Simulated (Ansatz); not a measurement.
C3H2F4 can be A, `FC(F)=CC(F)F`, or B, `F/C=C(\F)C(F)F`.

Gas-phase electronic energies from Ansatz, PBE0-D4/def2-TZVP geometries. CBS: MP2 limit from def2 TZ/QZ plus the TZ coupled-cluster correction, frozen cores. DFT in def2-TZVPP. One conformer a species, not always the lowest.

Which isomer does CCSD(T)/CBS put lower? Give the gap. (An estimate is asked.)

Computed: A, by 9.6 kcal/mol.

Give E(B) − E(A) in kcal/mol with CCSD(T)/def2-TZVPP, MP2/def2-TZVPP, HF/def2-TZVPP, CCSD/def2-TZVPP, B2PLYP, CCSD(T)/def2-SVP, r2SCAN-D4. (Best estimate.)

Ansatz gave: CCSD(T)/def2-TZVPP 9.9, MP2/def2-TZVPP 11.0, HF/def2-TZVPP 10.2, CCSD/def2-TZVPP 9.9, B2PLYP 10.1, CCSD(T)/def2-SVP 10.9, r2SCAN-D4 10.9. None reverses the order clearly.

Does the order hold for the free energy at 298.15 K (harmonic terms from PBE0-D4)? (Estimate.)

The calculation gave: Yes: G(B) − G(A) = +9.8 kcal/mol, for one conformer each. Modes under 60 cm⁻¹, often nearly free rotors, make the harmonic entropy too high.

Largest T1 diagnostic: 0.012.

At CCSD(T), def2-SVP lies +1.2 kcal/mol from the extrapolated value and def2-TZVPP +0.3 kcal/mol. Leaving LDA and LC-ωPBE aside and taking each functional with its dispersion term where it has one, the values, not all of them listed here, spread over 1.9 kcal/mol, from BLYP-D4 to r2SCAN0-D4. LDA lies +0.9 kcal/mol from PBE without D4.
